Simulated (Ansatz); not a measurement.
`BC([SiH3])[SiH2]Cl` + H–F → `BC([SiH3])[SiH2]F` + HCl  (ligand exchange at the Si–Cl bond)

Computed with Ansatz on PBE0-D4/def2-TZVP structures; ΔE is electronic, products minus reactants. CCSD(T)/CBS adds triple-zeta CCSD(T) − MP2 to the extrapolated MP2 energy (def2 sets, frozen cores). This one scheme is used for every species. Each species was taken in one conformer, which may not be the lowest.

`BC([SiH3])[SiH2]Cl`:

Cartesian coordinates in Å:
```
B -0.959 -1.351 -0.146
C -0.587 0.104 0.175
Si 0.865 -0.136 1.374
Si 0.093 1.060 -1.265
Cl -1.423 1.522 -2.583
H -0.196 -2.030 -0.776
H -1.968 -1.844 0.264
H -1.364 0.672 0.694
H 0.782 -1.455 2.056
H 2.150 -0.076 0.629
H 0.824 0.937 2.398
H 0.686 2.349 -0.832
H 1.096 0.248 -1.988
```

H–F:

```xyz
2

F    -0.261   -0.075   -0.371
H     0.261    0.075    0.371
```

`BC([SiH3])[SiH2]F`:

Z-matrix (Å, degrees):
```
C
Si 1 1.892
Si 1 1.861 2 103.9
B 1 1.536 2 109.6 3 -117.5
H 1 1.095 2 107.9 3 117.1
H 2 1.490 1 109.8 3 -37.8
H 2 1.483 1 110.6 3 82.0
H 2 1.484 1 109.5 3 -156.9
F 3 1.603 1 110.5 2 -165.1
H 3 1.482 1 110.4 2 76.5
H 3 1.483 1 110.0 2 -46.6
H 4 1.196 1 121.7 2 -117.8
H 4 1.200 1 119.6 2 62.1
```

HCl:

Cartesian coordinates in Å:
```
Cl -0.403 0.390 -0.307
H 0.403 -0.390 0.307
```

| species | CCSD/def2-TZVPP energy (Eh) |
| --- | --- |
| `BC([SiH3])[SiH2]Cl` | -1105.47398 |
| H–F | -100.33828 |
| `BC([SiH3])[SiH2]F` | -745.50461 |
| HCl | -460.32332 |

Question: Work out ΔE.

Answer: ΔE = (-745.50461) + (-460.32332) − (-1105.47398) − (-100.33828) = -0.01567 Eh = -9.8 kcal/mol. CCSD(T)/CBS gives -8.3 kcal/mol.

Largest T1 diagnostic among the species: 0.012.

The D4 term adds +1.6 kcal/mol with B3LYP and +0.9 kcal/mol with PBE0; it sums over pairs of atoms, weighted by their polarisabilities, and B3LYP, whose exchange is more repulsive, gets the larger term. In def2-TZVPP, CCSD(T) changes the Hartree–Fock value by +3.0 kcal/mol (the triples alone add +0.6 kcal/mol) and MP2 by +4.5 kcal/mol.

B3LYP here is the variant with VWN-RPA as its local correlation; programs differ in this.
